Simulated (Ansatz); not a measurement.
Gas-phase electronic energies from Ansatz, PBE0-D4/def2-TZVP geometries. CCSD(T)/CBS is the MP2 limit (def2-TZVPP, def2-QZVPP) plus CCSD(T) − MP2 in def2-TZVPP, frozen cores. This one scheme is used for every species. DFT in def2-TZVPP. HSE06 is defined as in plane-wave codes. For Sc outer-core shells are correlated without core-valence functions, which leaves a few kJ/mol of doubt a bond. Scalar relativity is left out up to krypton. Each species was taken in one conformer, which may not be the lowest.

`[F][Sc]([Cl])[O][SiH3]` + HCl → `[F][Sc]([Cl])[Cl]` + `O[SiH3]`  (ligand exchange at the Sc–O bond)

(1) Is it downhill or uphill in electronic energy at CCSD(T)/CBS, and by how much? (Best estimate.)

(2) What do these levels give: LDA (SPW92), r2SCAN-D4, r2SCANh-D4, ωB97M-V, B2PLYP, HSE06, CAM-B3LYP, LC-ωPBE, MP2/def2-TZVPP, SCS-MP2/def2-TZVPP, CCSD/def2-TZVPP, SCS-MP2/def2-QZVPP? (Estimate.)

Largest T1 diagnostic among the species: 0.015.

Results:

(1) Ansatz gave: Downhill: ΔE = -7.1 kJ/mol.

(2) The calculation gave: LDA (SPW92) -12.9, r2SCAN-D4 -16.6, r2SCANh-D4 -17.1, ωB97M-V -13.7, B2PLYP -11.2, HSE06 -18.7, CAM-B3LYP -10.0, LC-ωPBE -11.4, MP2/def2-TZVPP -8.7, SCS-MP2/def2-TZVPP -6.9, CCSD/def2-TZVPP -7.8, SCS-MP2/def2-QZVPP -6.5 kJ/mol.

At CCSD(T), def2-SVP lies +16.7 kJ/mol from the extrapolated value and def2-TZVPP −0.7 kJ/mol. Leaving LDA and LC-ωPBE aside and taking each functional with its dispersion term where it has one, the values, not all of them listed here, spread over 9.8 kJ/mol, from r2SCAN0-D4 to CAM-B3LYP-D4. LDA lies +3.7 kJ/mol from PBE without D4. In def2-TZVPP, CCSD(T) changes the Hartree–Fock value by +11.3 kJ/mol (the triples alone add −0.0 kJ/mol) and MP2 by +10.4 kJ/mol.
